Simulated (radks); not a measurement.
Values are calculated unless marked as measured or tabulated.
Q: These are the eigenvalues of the occupied orbitals of an atom or ion with whole-number occupations (Ry). Code: a radial shooting solver on a logarithmic mesh with Libxc functionals. Model: non-relativistic Kohn-Sham, TASK exchange with Perdew-Wang LDA correlation, spin-unpolarised, spherical densities, point nucleus; meta-GGA in the generalised Kohn-Sham scheme.

1s: -4180.042
2s: -682.7230
2p: -652.5298
3s: -155.6909
3p: -141.9169
3d: -116.1909
4s: -32.59433
4p: -26.94275
4d: -16.70429
5s: -6.35903
5p: -4.71506
4f: -3.68374
6p: -1.40399

Which element is it, and in what charge state? The configuration may be excited.

A: Z = 70, ytterbium, charge +3: Yb3+ in [Kr] 4d10 4f13 5s1 5p6 6p1. The list shows which subshells hold electrons but not how many an open one holds; the 1s level, -2090 hartree, gives Z - s = 64.7 by -(Z - s)^2/2, which with screening narrows Z to a few neighbours, and the depths of the outer levels then fix element, charge and occupations together.
